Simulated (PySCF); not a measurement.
# Computed records: C2H9AlGe, CH6GeN, CH4ClGeN, C2H7GeO and others

Calculation on a computer-drawn molecule: optimised geometry and harmonic frequencies of an isolated molecule of the commonest isotopes, restricted reference for singlets and unrestricted otherwise, frozen core in MP2; on germanium a core potential holds 10 electrons, which the energies leave out, and 3d is frozen in MP2 and coupled-cluster steps. Program: PySCF 2.14.0.

Common to all runs: method HF; basis and core potential on germanium cc-pVDZ-PP ECP10MDF.

(1) C2H9AlGe

Start structure:
```xyz
13
C2H9AlGe
C     -1.9015     1.1549     0.5651
C     -1.6008     1.6957    -0.8236
Al    -1.4060     0.0576    -1.9570
Ge     0.2584     2.5223    -0.6985
H     -1.6699     1.9257     1.3795
H     -1.4041     0.3201     0.8654
H     -2.9674     0.9381     0.6072
H     -2.2028     2.5588    -1.0410
H     -1.3358    -1.2109    -1.3217
H     -1.1893     0.1887    -3.5593
H      1.2447     1.4699    -0.4901
H      0.6640     3.2022    -2.0114
H      0.4106     3.5380     0.3475
```

It was run with charge 0, multiplicity 1 and basis cc-pV(D+d)Z.

It finds rotational constants 4.943, 1.894, 1.458 GHz; total energy -616.2479 hartree; convergence status largest gradient component 8.338e-06 hartree/bohr.

Drawn bonds:
| atom | other atom | order |
| --- | --- | --- |
| 1 | 2 | 1 |
| 2 | 3 | 1 |
| 2 | 4 | 1 |
| 1 | 5 | 1 |
| 1 | 6 | 1 |
| 1 | 7 | 1 |
| 2 | 8 | 1 |
| 3 | 9 | 1 |
| 3 | 10 | 1 |
| 4 | 11 | 1 |
| 4 | 12 | 1 |
| 4 | 13 | 1 |

Optimised structure:
```xyz
13
C2H9AlGe
C     -1.8872     1.2006     0.6664
C     -1.4253     1.5851    -0.7582
Al    -1.4509     0.1050    -2.0603
Ge     0.3200     2.5149    -0.7071
H     -1.9135     2.0622     1.3405
H     -1.2232     0.4575     1.1168
H     -2.8911     0.7662     0.6641
H     -2.1018     2.3508    -1.1673
H     -1.6372    -1.3887    -1.5678
H     -1.2901     0.4117    -3.6051
H      1.4391     1.5485    -0.2779
H      0.6835     3.0789    -2.0882
H      0.2778     3.6685     0.3062
```

Modes:
| frequency (cm⁻¹) | reduced mass (dalton) |
| --- | --- |
| 77.36 | 1.023 |
| 97.79 | 1.218 |
| 143.8 | 2.957 |
| 202 | 1.146 |
| 233.6 | 2.045 |
| 249.3 | 2.135 |
| 463.9 | 3.065 |
| 521.4 | 1.265 |
| 559.9 | 1.189 |
| 626.5 | 1.255 |
| 693.5 | 1.44 |
| 732.6 | 2.312 |
| 843.6 | 1.073 |
| 930 | 1.048 |
| 962.2 | 1.022 |
| 968.5 | 1.022 |
| 1005 | 1.231 |
| 1053 | 1.324 |
| 1101 | 2.281 |
| 1187 | 1.517 |
| 1362 | 1.337 |
| 1524 | 1.192 |
| 1594 | 1.046 |
| 1607 | 1.041 |
| 1974 | 1.057 |
| 1981 | 1.027 |
| 2182 | 1.022 |
| 2197 | 1.023 |
| 2215 | 1.013 |
| 3124 | 1.08 |
| 3157 | 1.037 |
| 3216 | 1.104 |
| 3228 | 1.102 |

(2) CH6GeN

Start structure:
```xyz
9
CH6GeN
C      0.2773    -2.5158     0.3268
N     -0.0662    -2.4955    -1.1207
Ge     0.0032    -1.1215    -2.1363
H      1.1176    -3.2396     0.4495
H     -0.6108    -2.8642     0.8914
H      0.6000    -1.5881     0.6445
H     -0.3498    -3.3418    -1.4698
H     -0.3870    -1.2742    -3.5605
H      0.4451     0.2157    -1.4244
```

It was run with charge 1, multiplicity 1 and basis cc-pVDZ.

Results for CH6GeN: rotational constants 36.32, 3.885, 3.589 GHz; total energy -388.9284 hartree; convergence status largest gradient component 4.2e-05 hartree/bohr.

Drawn bonds:
| atom | other atom | order |
| --- | --- | --- |
| 1 | 2 | 1 |
| 2 | 3 | 1 |
| 1 | 4 | 1 |
| 1 | 5 | 1 |
| 1 | 6 | 1 |
| 2 | 7 | 1 |
| 3 | 8 | 1 |
| 3 | 9 | 1 |

Optimised structure:
```xyz
9
CH6GeN
C      0.2829    -2.5548     0.3329
N     -0.0529    -2.4687    -1.0984
Ge     0.0013    -1.0839    -2.1236
H      1.0975    -3.2621     0.4751
H     -0.5894    -2.8844     0.8937
H      0.5927    -1.5790     0.7009
H     -0.3487    -3.3414    -1.5038
H     -0.3973    -1.2692    -3.5623
H      0.4434     0.2185    -1.5140
```

Modes:
| frequency (cm⁻¹) | reduced mass (dalton) |
| --- | --- |
| 172.8 | 1.192 |
| 283.3 | 2.533 |
| 342.8 | 1.288 |
| 618.2 | 1.308 |
| 660.8 | 1.117 |
| 747.2 | 1.054 |
| 791.8 | 3.292 |
| 902.8 | 1.036 |
| 1159 | 2.887 |
| 1210 | 1.387 |
| 1226 | 1.277 |
| 1531 | 1.375 |
| 1571 | 1.143 |
| 1582 | 1.04 |
| 1616 | 1.055 |
| 2357 | 1.014 |
| 2388 | 1.028 |
| 3214 | 1.032 |
| 3314 | 1.11 |
| 3316 | 1.109 |
| 3770 | 1.077 |

(3) CH6GeN

Start structure:
```xyz
9
CH6GeN
C     -1.4590     0.3991    -0.6890
N     -0.9526     1.8459    -0.9181
Ge     0.7638     2.2449    -1.2091
H     -2.4810     0.2966    -1.0598
H     -1.4808     0.1151     0.4067
H     -0.8418    -0.2762    -1.2083
H     -1.5199     2.4433    -0.3517
H      0.9701     1.2310    -2.4491
H      0.3858     3.6197    -1.8779
```

Here we set charge 0, multiplicity 2 and basis cc-pVDZ.

Results for CH6GeN: rotational constants 32.31, 3.754, 3.504 GHz; total energy -389.1515 hartree; spin squared 0.7585; convergence status largest gradient component 2.958e-05 hartree/bohr.

Drawn bonds:
| atom | other atom | order |
| --- | --- | --- |
| 1 | 2 | 1 |
| 2 | 3 | 1 |
| 1 | 4 | 1 |
| 1 | 5 | 1 |
| 1 | 6 | 1 |
| 2 | 7 | 1 |
| 3 | 8 | 1 |
| 3 | 9 | 1 |

Optimised structure:
```xyz
9
CH6GeN
C     -1.4941     0.4028    -0.6537
N     -1.1084     1.7611    -0.9877
Ge     0.6395     2.2344    -1.3064
H     -2.5611     0.2574    -0.8408
H     -1.2946     0.1262     0.3887
H     -0.9562    -0.3005    -1.2922
H     -1.6284     2.4397    -0.4609
H      1.1693     1.3008    -2.4129
H      0.6187     3.6974    -1.7904
```

Modes:
| frequency (cm⁻¹) | reduced mass (dalton) |
| --- | --- |
| 163.3 | 1.102 |
| 174.7 | 1.301 |
| 253.3 | 2.61 |
| 543.7 | 1.621 |
| 633.9 | 1.439 |
| 725.1 | 1.344 |
| 755.1 | 1.184 |
| 899 | 1.027 |
| 1162 | 1.512 |
| 1205 | 2.498 |
| 1227 | 1.3 |
| 1515 | 1.325 |
| 1569 | 1.171 |
| 1592 | 1.047 |
| 1617 | 1.039 |
| 2146 | 1.015 |
| 2167 | 1.026 |
| 3141 | 1.045 |
| 3208 | 1.094 |
| 3247 | 1.103 |
| 3777 | 1.075 |

(4) CH4ClGeN

Start structure:
```xyz
8
CH4ClGeN
C      0.2353    -2.3160     2.2749
N     -0.0692    -2.5711     0.9082
Ge    -1.1818    -1.5842    -0.0436
Cl    -0.9925    -2.7769    -1.8965
H      0.0013    -3.2079     2.9017
H      1.3471    -2.1799     2.3867
H     -0.2473    -1.4246     2.6219
H      0.3862    -3.3977     0.5479
```

Here we set charge 0, multiplicity 1 and basis cc-pV(D+d)Z.

Results for CH4ClGeN: rotational constants 8.099, 2.019, 1.633 GHz; total energy -847.5918 hartree; convergence status largest gradient component 2.574e-05 hartree/bohr.

Drawn bonds:
| atom | other atom | order |
| --- | --- | --- |
| 1 | 2 | 1 |
| 2 | 3 | 1 |
| 3 | 4 | 1 |
| 1 | 5 | 1 |
| 1 | 6 | 1 |
| 1 | 7 | 1 |
| 2 | 8 | 1 |

Optimised structure:
```xyz
8
CH4ClGeN
C      0.2785    -2.3368     2.2966
N     -0.0698    -2.5815     0.9099
Ge    -1.1941    -1.5777    -0.0797
Cl    -1.0121    -2.7888    -1.9546
H     -0.0097    -3.1727     2.9394
H      1.3513    -2.1660     2.4197
H     -0.2405    -1.4473     2.6605
H      0.3754    -3.3875     0.5093
```

Modes:
| frequency (cm⁻¹) | reduced mass (dalton) |
| --- | --- |
| 148.7 | 5.513 |
| 150.3 | 2.652 |
| 186.3 | 1.139 |
| 312.7 | 4.537 |
| 374.8 | 24.23 |
| 623.2 | 1.123 |
| 691 | 4.493 |
| 1162 | 1.267 |
| 1198 | 3.358 |
| 1226 | 1.286 |
| 1505 | 1.425 |
| 1573 | 1.172 |
| 1586 | 1.043 |
| 1621 | 1.043 |
| 3163 | 1.034 |
| 3226 | 1.106 |
| 3244 | 1.104 |
| 3792 | 1.077 |

(5) C2H7GeO

Start structure:
```xyz
11
C2H7GeO
C      1.9584    -1.8145    -2.6282
O      0.7061    -1.2701    -2.1003
Ge    -0.4314    -0.0787    -2.5477
C     -1.8737    -0.1559    -1.2127
H      1.7958    -2.8937    -2.8584
H      2.2483    -1.3483    -3.5699
H      2.7121    -1.6602    -1.8697
H     -0.1112     0.6231    -3.8051
H     -1.9697     0.8783    -0.6599
H     -2.8834    -0.3585    -1.6321
H     -1.5929    -0.9016    -0.4699
```

It was run with charge 1, multiplicity 1 and basis cc-pVDZ.

It finds rotational constants 16.63, 2.653, 2.356 GHz; total energy -447.8033 hartree; convergence status largest gradient component 3.794e-05 hartree/bohr.

Drawn bonds:
| atom | other atom | order |
| --- | --- | --- |
| 1 | 2 | 1 |
| 2 | 3 | 1 |
| 3 | 4 | 1 |
| 1 | 5 | 1 |
| 1 | 6 | 1 |
| 1 | 7 | 1 |
| 3 | 8 | 1 |
| 4 | 9 | 1 |
| 4 | 10 | 1 |
| 4 | 11 | 1 |

Optimised structure:
```xyz
11
C2H7GeO
C      1.9687    -1.8036    -2.6684
O      0.7477    -1.4123    -2.0131
Ge    -0.4191    -0.2559    -2.4074
C     -1.8907    -0.1049    -1.1980
H      1.8821    -2.8577    -2.9134
H      2.1370    -1.2180    -3.5716
H      2.7789    -1.6483    -1.9626
H     -0.1595     0.5292    -3.6764
H     -1.8953     0.9036    -0.7797
H     -2.8181    -0.2635    -1.7512
H     -1.7733    -0.8487    -0.4121
```

Modes:
| frequency (cm⁻¹) | reduced mass (dalton) |
| --- | --- |
| 59.41 | 1.074 |
| 95.53 | 1.096 |
| 144.4 | 2.988 |
| 146.3 | 3.367 |
| 277.3 | 3.733 |
| 519.8 | 1.101 |
| 624.8 | 3.821 |
| 723.4 | 4.177 |
| 773.2 | 1.267 |
| 882.5 | 1.227 |
| 945.9 | 1.236 |
| 1148 | 7.732 |
| 1259 | 1.242 |
| 1282 | 1.361 |
| 1388 | 1.191 |
| 1527 | 1.046 |
| 1532 | 1.05 |
| 1582 | 1.047 |
| 1584 | 1.122 |
| 1603 | 1.052 |
| 2329 | 1.021 |
| 3189 | 1.031 |
| 3217 | 1.032 |
| 3290 | 1.103 |
| 3324 | 1.107 |
| 3328 | 1.107 |
| 3353 | 1.112 |

(6) CH6GeNO

Start structure:
```xyz
10
CH6GeNO
C     -0.9298    -1.1372     0.2668
O     -0.6552    -1.7511     1.5329
Ge     0.1342    -1.4808     2.9945
N      0.9988     0.0076     3.3707
H     -0.0312    -0.9432    -0.2872
H     -1.5685    -1.8417    -0.2332
H     -1.4856    -0.2053     0.4004
H     -0.0831    -2.6228     3.8164
H      1.4683     0.1883     4.1292
H      1.1060     0.7965     2.5972
```

It was run with charge 1, multiplicity 1 and basis cc-pVDZ.

Results for CH6GeNO: rotational constants 10.44, 3.34, 2.572 GHz; total energy -463.8162 hartree; convergence status largest gradient component 3.73e-05 hartree/bohr.

Drawn bonds:
| atom | other atom | order |
| --- | --- | --- |
| 1 | 2 | 1 |
| 2 | 3 | 1 |
| 3 | 4 | 1 |
| 1 | 5 | 1 |
| 1 | 6 | 1 |
| 1 | 7 | 1 |
| 3 | 8 | 1 |
| 4 | 9 | 1 |
| 4 | 10 | 1 |

Optimised structure:
```xyz
10
CH6GeNO
C     -0.9026    -1.0924     0.3156
O     -0.7297    -1.8560     1.5265
Ge     0.0880    -1.5263     2.9642
N      0.9292    -0.0322     3.1872
H      0.0620    -0.9213    -0.1574
H     -1.5283    -1.6999    -0.3286
H     -1.4002    -0.1501     0.5349
H      0.0383    -2.5912     4.0143
H      1.4222     0.1852     4.0361
H      0.9750     0.6946     2.4948
```

Modes:
| frequency (cm⁻¹) | reduced mass (dalton) |
| --- | --- |
| 41.81 | 1.047 |
| 140.4 | 3.021 |
| 156.6 | 3.496 |
| 309.4 | 4.308 |
| 399.5 | 1.309 |
| 461.9 | 1.104 |
| 628.3 | 1.043 |
| 703.3 | 2.788 |
| 739.7 | 1.38 |
| 881.9 | 5.538 |
| 917.1 | 1.248 |
| 1154 | 9.011 |
| 1256 | 1.24 |
| 1275 | 1.298 |
| 1585 | 1.114 |
| 1587 | 1.06 |
| 1601 | 1.046 |
| 1666 | 1.113 |
| 2412 | 1.021 |
| 3221 | 1.03 |
| 3321 | 1.112 |
| 3358 | 1.109 |
| 3747 | 1.049 |
| 3861 | 1.102 |

(7) CH5GeNO

Start structure:
```xyz
9
CH5GeNO
C      1.1291     0.0750     2.9339
O      0.1575    -0.8493     2.5180
Ge    -0.2032    -1.8236     1.0783
N      1.0923    -1.3152    -0.0590
H      0.9357     1.0389     2.4724
H      1.1047     0.1748     4.0171
H      2.1166    -0.2340     2.6194
H      1.8551    -0.6027     0.1550
H      1.2604    -1.6103    -0.9880
```

It was run with charge 0, multiplicity 1 and basis cc-pVDZ.

It finds rotational constants 8.712, 3.685, 2.633 GHz; total energy -463.4996 hartree; convergence status largest gradient component 2.201e-05 hartree/bohr.

Drawn bonds:
| atom | other atom | order |
| --- | --- | --- |
| 1 | 2 | 1 |
| 2 | 3 | 1 |
| 3 | 4 | 1 |
| 1 | 5 | 1 |
| 1 | 6 | 1 |
| 1 | 7 | 1 |
| 4 | 8 | 1 |
| 4 | 9 | 1 |

Optimised structure:
```xyz
9
CH5GeNO
C      1.1361     0.0119     2.8647
O      0.1638    -0.9514     2.5985
Ge    -0.1787    -1.8714     1.1039
N      1.1130    -1.1888     0.0158
H      1.0331     0.8892     2.2163
H      1.0270     0.3441     3.8987
H      2.1505    -0.3842     2.7432
H      1.8002    -0.4932     0.2386
H      1.2031    -1.5026    -0.9326
```

Modes:
| frequency (cm⁻¹) | reduced mass (dalton) |
| --- | --- |
| 127.1 | 1.14 |
| 150.6 | 2.907 |
| 201.6 | 2.978 |
| 325 | 3.712 |
| 380.6 | 1.242 |
| 481.7 | 1.05 |
| 615 | 7.831 |
| 705.7 | 5.083 |
| 774.8 | 1.315 |
| 1212 | 6.772 |
| 1268 | 1.274 |
| 1289 | 1.385 |
| 1590 | 1.143 |
| 1604 | 1.05 |
| 1605 | 1.046 |
| 1674 | 1.119 |
| 3142 | 1.035 |
| 3198 | 1.106 |
| 3242 | 1.101 |
| 3767 | 1.05 |
| 3874 | 1.097 |

(8) C2H8GeSi

Start structure:
```xyz
12
C2H8GeSi
C      0.9834     0.4357     1.9755
Si    -0.6366     0.2470     1.0947
C     -0.8623     1.6961    -0.1372
Ge    -2.5198     2.2488    -0.6990
H      1.0397     1.3977     2.5117
H      1.8075     0.4375     1.2835
H      1.1354    -0.3923     2.6340
H     -0.6033    -1.0938     0.3436
H     -1.7751     0.2097     2.0173
H      0.0238     1.9248    -0.7750
H     -2.6259     3.4358    -1.5972
H     -3.7850     2.1381     0.1293
```

It was run with charge 0, multiplicity 1 and basis cc-pV(D+d)Z.

Results for C2H8GeSi: rotational constants 12.03, 1.222, 1.197 GHz; total energy -662.6606 hartree; convergence status largest gradient component 1.862e-05 hartree/bohr.

Drawn bonds:
| atom | other atom | order |
| --- | --- | --- |
| 1 | 2 | 1 |
| 2 | 3 | 1 |
| 3 | 4 | 2 |
| 1 | 5 | 1 |
| 1 | 6 | 1 |
| 1 | 7 | 1 |
| 2 | 8 | 1 |
| 2 | 9 | 1 |
| 3 | 10 | 1 |
| 4 | 11 | 1 |
| 4 | 12 | 1 |

Optimised structure:
```xyz
12
C2H8GeSi
C      0.9038     0.5245     2.0096
Si    -0.6038     0.1527     0.9443
C     -0.9079     1.4562    -0.3411
Ge    -2.3751     2.4314    -0.4737
H      0.7844     1.4727     2.5406
H      1.8064     0.5930     1.3950
H      1.0604    -0.2664     2.7491
H     -0.3950    -1.1749     0.3062
H     -1.8109     0.0562     1.8067
H     -0.1415     1.6538    -1.0870
H     -2.5860     3.4916    -1.5451
H     -3.5530     2.2943     0.4765
```

Modes:
| frequency (cm⁻¹) | reduced mass (dalton) |
| --- | --- |
| 76.64 | 3.035 |
| 152.6 | 1.752 |
| 191.1 | 1.333 |
| 203.1 | 2.152 |
| 350.5 | 1.601 |
| 517.9 | 1.259 |
| 526.7 | 1.328 |
| 543.4 | 1.079 |
| 647.1 | 1.433 |
| 715.2 | 2.595 |
| 774.1 | 1.266 |
| 825.7 | 1.254 |
| 838.1 | 1.748 |
| 934.6 | 1.186 |
| 951.8 | 1.243 |
| 980.5 | 1.475 |
| 985.4 | 1.217 |
| 1032 | 1.059 |
| 1225 | 1.968 |
| 1387 | 1.254 |
| 1552 | 1.05 |
| 1554 | 1.051 |
| 2262 | 1.043 |
| 2268 | 1.028 |
| 2276 | 1.027 |
| 2286 | 1.022 |
| 3163 | 1.035 |
| 3243 | 1.101 |
| 3250 | 1.102 |
| 3304 | 1.086 |
